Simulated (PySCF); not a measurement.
Computed Raman spectrum (relative Raman activity) of a molecule CH6OSi2. Coordinates come from a TPSSh-D3(BJ)/def2-SVP optimisation. One conformer was computed; it need not be the lowest. The numbers are results of TPSSh-D3(BJ)/def2-SVP run with PySCF, not measurements. Frequencies are harmonic and unscaled.

Lines under 2 % of the strongest are left out, and lines within 2 cm⁻¹ are merged.

```csv
ν (cm⁻¹),relative intensity
442,6.8
604,3.2
646,4.7
674,3.0
765,2.6
947,3.6
986,2.8
1473,4.0
2236,13
2239,45
2243,100
2251,16
3029,40
3082,29
```

Task: Identify the compound among the candidates.
A) O=C([SiH3])[SiH3]
B) CO[Si][SiH3]
C) C1O[SiH2][SiH2]1
D) C1[SiH2]O[SiH2]1

Result: C, C1O[SiH2][SiH2]1
